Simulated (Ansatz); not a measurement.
Species: sum formula H$_{8}$Si$_{3}$NO, net charge -1, singlet state. It need not be the lowest isomer of its formula. Whether it binds its extra electron was not tested at this geometry. 
Coordinates optimised at B3LYP-D3(BJ)/def2-TZVP (Ansatz, a program for electronic structure):
```xyz
13

Si    -0.0570    -0.2191    -1.3212
N     -0.9735    -0.4760    -0.0003
Si    -2.2534    -0.1268     0.9698
O      1.5244     0.2204    -0.8888
Si     2.0482     0.3952     0.6418
H      0.1669    -1.4135    -2.2031
H     -0.4702     0.8811    -2.2616
H     -3.0958     1.0713     0.5930
H     -3.2808    -1.2257     1.0949
H     -1.8882     0.1517     2.4055
H      1.3385     1.4424     1.4196
H      3.4767     0.8302     0.5608
H      2.0428    -0.8593     1.4376
```
Charge -1, spin multiplicity 1.

Basis-set convergence of Hartree-Fock and CCSD(T) correlation energies (hartree) with Ansatz. Correlated levels leave the core frozen unless marked. Spin-orbit coupling is left out. Non-relativistic. This anion needs diffuse functions, which these sets lack.

```tsv
basis	functions	E(HF)	E(corr, CCSD(T))
cc-pV(D+d)Z	137	-1000.92618	-0.74870
cc-pV(T+d)Z	289	-1001.02870	-0.92506
cc-pV(Q+d)Z	542	___	___
```

Fill in the missing entries.


- cc-pV(Q+d)Z, E(HF): -1001.05237
- cc-pV(Q+d)Z, E(corr, CCSD(T)): -0.98417
